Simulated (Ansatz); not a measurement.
Geometry optimisation, UKS B3LYP/def2-SVP (Ansatz).

Input file:

```yaml
crystal:
  periodic: [false, false, false]
  atoms:
    - { symbol: B, position_ang: [0.0, 0.0, -0.078067] }
    - { symbol: H, position_ang: [0.0, 0.0, 1.119626] }
    - { symbol: F, position_ang: [1.128897, 0.0, -0.74674] }
    - { symbol: F, position_ang: [-1.128897, 0.0, -0.74674] }
    - { symbol: F, position_ang: [0.0, 0.0, 3.231921] }
magnetization:
  spin_polarized: true
  initial_magnetization: 1
basis:
  gaussian: { orbitals: def2-SVP }
hamiltonian:
  xc: b3lyp
relax:
  f_tol: 0.03
  max_steps: 50
output:
  orbitals: {}
```

Run as:

```bash
$ ansatz run input.yaml --threads 1 --pin off --max-ram 2048MiB --backend cpu --events-out ev --progress --plain --runs-dir out
```

Question: Where does it end, and by what steps?

Answer: It converged. The force dipped under the threshold on the way, but the program's further checks kept it going. After 43 steps the energy has fallen by 0.998 eV; H2 moved furthest, 1.29 Å. Parted: B1–H2 (1.20 → 2.59 Å). Joined: H2–F5 (2.11 → 0.93 Å).

```
step  energy less start (eV)  largest force component (eV/Å)  accepted
   0                  0.0000                           0.464       yes
   2                 -0.0515                           0.407       yes
   4                 -0.2983                           0.831       yes
   6                 -0.3573                           0.999       yes
   8                 -0.5782                           2.438       yes
  10                 -0.8693                           1.057        no
  12                 -0.9114                           0.351       yes
  14                 -0.8941                           0.873        no
  16                 -0.9151                           0.913        no
  18                 -0.9249                           0.170       yes
  20                 -0.9194                           1.197        no
  22                 -0.9433                           0.184       yes
  24                 -0.9630                           0.125       yes
  26                 -0.9006                           2.408        no
  28                 -0.9762                           0.375       yes
  30                 -0.9811                           0.060       yes
  32                 -0.9901                           0.082       yes
  34                 -0.9908                           0.277       yes
  36                 -0.9920                           0.245       yes
  38                 -0.9949                           0.242       yes
  40                 -0.9968                           0.188        no
  42                 -0.9979                           0.085       yes
  43                 -0.9981                           0.006       yes
```

```xyz
5
Properties=species:S:1:pos:R:3
B 0.001 -0.314 -0.273
H 0.004 -0.511 2.309
F 1.141 0.237 -0.623
F -1.144 0.225 -0.623
F -0.002 0.363 1.990
```

Whether the end is a true minimum wasn't checked by a vibrational analysis.

Time of the run: 76 s on 1 thread of Intel(R) Xeon(R) Platinum 8488C (Sapphire Rapids), on a shared host, peak memory 0.16 GiB.
